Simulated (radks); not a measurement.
Neutral rhenium inside a hard spherical wall (all orbitals vanish at R), configuration held at [Xe] 4f14 5d5 6s2 and not refilled when levels cross. Calculated with a radial shooting solver on a logarithmic mesh with Libxc functionals: scalar-relativistic Kohn-Sham, PBE, spin-polarised, spherical densities, finite nucleus; open shells are filled with parallel spins first (spin-orbit coupling, left out, can overturn this in heavy ions); Fermi nuclear charge, rms radius 5.3698 fm. Eigenvalues in eV for spin up, with the zero of energy where the potential of the charges vanishes at infinity; a dash marks a level that is unbound or too diffuse for the functional's potential to be trusted. A positive occupied level is held by the wall or, in an anion where self-interaction has pushed it up, behind a barrier. The pressure on the wall is -dE/dV.

R (bohr)  E (hartree)  kinetic (hartree)    e(5p)    e(4f)   e(6s)   e(5d)  e(6p, empty)  e(7s, empty)  pressure (GPa)
free      -16689.5699          18436.034  -47.800  -42.023  -6.558  -6.403        -1.573             -               0
15        -16689.5699          18436.034  -47.800  -42.022  -6.558  -6.403        -1.570         0.233        < 0.0001
10        -16689.5696          18436.038  -47.772  -41.995  -6.535  -6.376        -1.468         1.503         0.00977
7         -16689.5574          18436.131  -47.315  -41.534  -6.144  -5.959        -0.550         6.424           0.718
5         -16689.4224          18436.865  -44.929  -39.012  -3.664  -3.806         3.715        21.848            17.7
4         -16689.0091          18438.693  -40.879  -34.477   1.883   0.088        12.067        46.312             115
3.5       -16688.4151          18441.083  -37.022  -29.949   8.652   4.183        21.655        71.299             330
3         -16687.0359          18446.405  -30.668  -22.248  22.507  11.642        40.272        115.68            1090
2.5       -16683.4121          18459.988  -18.744   -7.916  53.921  26.873        79.750        201.79            4400
2         -16672.0994          18500.151    9.001   21.981  134.58  63.308        173.92        390.77           23300
1.5       -16627.2788          18645.523   96.781   95.163  379.59  173.81        442.75        889.56          185000
